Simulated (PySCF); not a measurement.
A structure optimised at B3LYP-D3(BJ)/def2-SVP, used in a PySCF frequency run:

```
C
C 1 1.3373
F 2 1.3360 1 121.53
F 1 1.3573 2 116.81 3 180.00
H 2 1.0944 3 114.42 1 180.00
Si 1 1.8873 2 128.18 5 180.00
H 6 1.4851 1 109.44 2 0.00
H 6 1.4894 7 110.55 1 -119.66
H 6 1.4894 7 110.55 8 -120.67
```

### Question
Write its SMILES, formula and point group.

### Answer
F/C=C(/F)[SiH3], C2H4F2Si, Cs

### Question
What are its rotational constants (standard atomic weights)?

### Answer
4.6774, 3.1526, 1.9258 GHz
